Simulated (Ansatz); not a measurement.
Reaction: H4BGeO (SMILES O[B][GeH3], doublet) → H4BGeO (SMILES [GeH3][BH][O], doublet)
Each species at its own B3LYP-D3(BJ)/def2-TZVP minimum (Ansatz, a quantum-chemistry and plane-wave program), one conformer.

Wanted: isomerisation energy (electronic), in kJ/mol. Open shells are spin-unrestricted; no spin-orbit coupling. Cores are frozen in correlated methods (noble-gas shells, and filled d and f shells in the p block). No relativity. CBS(X,Y): correlation extrapolated as X^-3, Hartree-Fock from the larger set. A bracket is a step between two methods taken in the basis named. The UHF reference of H4BGeO ([O][BH][GeH3], doublet) is spin-contaminated (<S^2> up to 0.04 over the pure value in the sets run).

CCSD(T)/CBS(cc-pVTZ,cc-pVQZ) + [CCSDT(Q) - CCSD(T)]/cc-pVDZ (Ansatz) gives -47.0 kJ/mol.

Task: What does PBE/def2-TZVPD (Ansatz) give here, and how do the other levels compare?

Result: PBE gives -63.4 kJ/mol, 16.4 kJ/mol below it. Differences of the others: B3LYP/def2-TZVPD (Ansatz) -14.6; wB97M-V/def2-TZVPD (Ansatz) -6.5; CCSD(T)/CBS(cc-pVTZ,cc-pVQZ) (Ansatz) 3.0 kJ/mol.
